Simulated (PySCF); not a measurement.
Species: [FeF4]- (charge -1 and sextet state).
Bonds: Fe1–F2, Fe1–F3, Fe1–F4, Fe1–F5.

Method: PBE0-D3(BJ)/def2-SVP geometry optimisation, gas phase in PySCF; unrestricted, density fitting, grid level 1; the optimiser is geomeTRIC in internal coordinates, started from a GFN2-xTB structure.

Step 0: E = -45230.8527 eV
```
atom  x, y, z in Å  |  force x, y, z in eV/Å
Fe1    -0.0002   -0.0017   -0.0018   -0.001   0.024   0.026
F2      0.0111   -0.0214    1.9274   -0.021   0.026  -2.150
F3      1.8173    0.0164   -0.6520   -2.038  -0.037   0.727
F4     -0.9145    1.5804   -0.6241    1.025  -1.763   0.691
F5     -0.9138   -1.5738   -0.6495    1.036   1.751   0.706
```

Task: Estimate the geometry and energy of step 1. (The exact step hangs on the optimiser's Hessian estimate; all steps are aligned on step 0, rigid shifts and turns removed.)

Result: E = -45231.4162 eV, largest force 0.103 eV/Å
```
atom  x, y, z in Å  |  force x, y, z in eV/Å
Fe1    -0.0007   -0.0008   -0.0007   -0.006   0.008   0.008
F2      0.0103   -0.0189    1.8062   -0.010   0.006   0.097
F3      1.6999    0.0131   -0.6116    0.095  -0.009  -0.034
F4     -0.8566    1.4805   -0.5841   -0.043   0.082  -0.031
F5     -0.8529   -1.4738   -0.6099   -0.037  -0.088  -0.040
```

The energy changes by -0.5635 eV. The first-order estimate −F·Δx gives -1.0585 eV and the mean of the old and new forces, exact on a quadratic surface, -0.5048 eV. The step makes an angle of 1° with the force vector and moves no atom by more than 0.124 Å.

What follows is the cost of the whole optimisation. Hardware: x86-64 server, one thread, no GPU, on a shared host. Cost: 19 s wall.

Caution for open-shell metal species: one SCF solution and one stationary point were followed, and a lower state or a bent or distorted shape isn't ruled out.
